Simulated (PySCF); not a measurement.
Si(H)2(Cl)(NMe2) (C2H8ClNSi), SMILES CN(C)[SiH2]Cl.

Geometry optimised at ωB97X-D3(BJ)/def2-SVP. One conformer was computed; it need not be the lowest.

The numbers are results of SMD-PBE0/def2-SVP (PySCF), not measurements.

Solvation free energies are E(SMD) − E(gas) at the gas-phase geometry, for 1 M in both phases. In vacuum the dipole moment is 2.16 D.

Q: Estimate the solvation free energies in water, chlorobenzene, benzene. (Estimate from the structure and the level; the computed values follow.)

A: 
```tsv
solvent	ΔG(solv) (kcal/mol)	its non-electrostatic (CDS) part	dipole (D)
water	0.7	3.4	2.65
chlorobenzene	-3.8	-1.8	2.55
benzene	-3.5	-2.3	2.40
```
